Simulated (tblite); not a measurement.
Species: C6H8NP.
Z-matrix (Å and degrees, GFN2-xTB geometry), rows numbered from 1:
```
C 
P   1  1.8432
C   2  1.8265  1   98.90
C   3  1.3936  2  121.69  1  -152.09
C   4  1.3817  3  118.48  2  -176.50
C   5  1.3883  4  118.80  3     0.53
C   6  1.3854  5  118.18  4     0.18
N   7  1.3210  6  123.32  5    -0.26
H   1  1.0882  2  108.03  3   -72.44
H   1  1.0886  2  108.88  3   169.05
H   1  1.0877  2  111.09  3    47.32
H   2  1.4022  1   97.01  3   -95.45
H   4  1.0806  3  119.79  2     3.74
H   5  1.0809  4  120.61  3  -179.58
H   6  1.0789  5  121.14  4   179.93
H   7  1.0830  6  121.22  5   179.79
```

Computed with GFN2-xTB (tblite): harmonic, unscaled wavenumbers at the GFN2-xTB geometry, gas phase. Errors from tens to a few hundred cm⁻¹ against measured bands are possible. Modes of hydrogen on phosphorus can be 10 to 20 % off. One conformer, not necessarily the lowest.

Harmonic wavenumbers (cm⁻¹): 39.3, 128.0, 150.6, 181.7, 276.0, 359.2, 388.4, 431.4, 594.7, 685.2, 702.5, 723.9, 745.8, 750.4, 845.4, 886.5, 894.3, 916.3, 933.4, 979.3, 997.4, 1089.9, 1113.6, 1149.0, 1164.5, 1243.3, 1287.0, 1308.6, 1394.8, 1425.4, 1430.0, 1438.2, 1556.4, 1573.2, 2235.1, 3007.6, 3014.9, 3021.0, 3047.4, 3064.8, 3076.0, 3095.1.

A = 4153, B = 1203, C = 964.5 MHz; mass 125.039 u (most abundant isotopes); point group C1, symmetry number 1.

Q: What is the zero-point energy?

A: Half the sum of the wavenumbers: 26673 cm⁻¹ = 319.08 kJ/mol.

Q: What is S at 273.15 K and 1 bar for an ideal gas of classical rigid rotors and harmonic oscillators?

A: Translation 167.26, rotation 118.53, vibration 79.33: S = 365.1 J/(mol K).

Q: And Cp and H(273.15 K) − H(0)?

A: Cp = 124.52 J/(mol K), of which vibrations give 91.26 (their classical limit is 42 R = 349.2); H(273.15 K) − H(0) = 20.79 kJ/mol without the zero-point energy, 11.71 from vibrations.

Q: How do the functions run with temperature in this model?

A: 
| T (K) | S (J/(mol K)) | Cp (J/(mol K)) | H − H(0) (kJ/mol) | G − H(0) (kJ/mol) | ln q(vib) |
| --- | --- | --- | --- | --- | --- |
| 150 | 305.8 | 79.4 | 8.34 | -37.54 | 2.12 |
| 250 | 354.5 | 115.4 | 18.02 | -70.61 | 3.95 |
| 298.15 | 376.4 | 134.4 | 24.03 | -88.21 | 4.86 |
| 400 | 421.4 | 172.6 | 39.71 | -128.85 | 6.85 |
| 600 | 503.0 | 229.7 | 80.34 | -221.46 | 10.87 |
| 900 | 607.0 | 281.7 | 157.78 | -388.48 | 16.77 |

q(vib) and H(0) count from the zero-point level.

Q: What must be added to the electronic energy to get the Gibbs energy at 273.15 K and 1 bar?

A: ZPE + [H(273.15 K) − H(0)] − T·S = 319.08 + 20.79 − 99.73 = 240.14 kJ/mol.

Hindered rotation and anharmonicity are outside this model. Other conformers, if any are populated, would add a mixing term that is left out. The structure is chiral; the term R ln 2 for an equal mix with its mirror image is left out.
